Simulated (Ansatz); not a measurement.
Consider the formal exchange of groups at a Ge–Si bond: `C[Si](F)(F)[GeH3]` + `ClBCl` → `Cl[B](Cl)[GeH3]` + `C[SiH](F)F`.

Calculated with Ansatz (gas phase, PBE0-D4/def2-TZVP geometries, no zero-point term in ΔE). CCSD(T)/CBS is the MP2 limit (def2-TZVPP, def2-QZVPP) plus CCSD(T) − MP2 in def2-TZVPP, frozen cores. This one scheme is used for every species. DFT in def2-TZVPP. For Ge outer-core shells are correlated without core-valence functions, which leaves a few kJ/mol of doubt a bond. Scalar relativity is left out up to krypton.

Problem. Is it downhill or uphill in electronic energy at CCSD(T)/CBS, and by how much? (Estimate.)

Solution. Computed: Uphill: ΔE = +2.5 kcal/mol.

Problem. What do these levels give: r2SCAN-D4, PBE0-D4, ωB97X-V, B2PLYP, PBE, r2SCAN, PBE0, HF/def2-TZVPP, SCS-MP2/def2-TZVPP, HF/def2-QZVPP, SCS-MP2/def2-QZVPP, CCSD/CBS(def2)? (An estimate is asked.)

Solution. Computed: r2SCAN-D4 3.6, PBE0-D4 4.0, ωB97X-V 3.5, B2PLYP 3.2, PBE 4.2, r2SCAN 3.6, PBE0 3.9, HF/def2-TZVPP 3.2, SCS-MP2/def2-TZVPP 2.0, HF/def2-QZVPP 3.3, SCS-MP2/def2-QZVPP 2.0, CCSD/CBS(def2) 2.6 kcal/mol.

Largest T1 diagnostic among the species: 0.013.
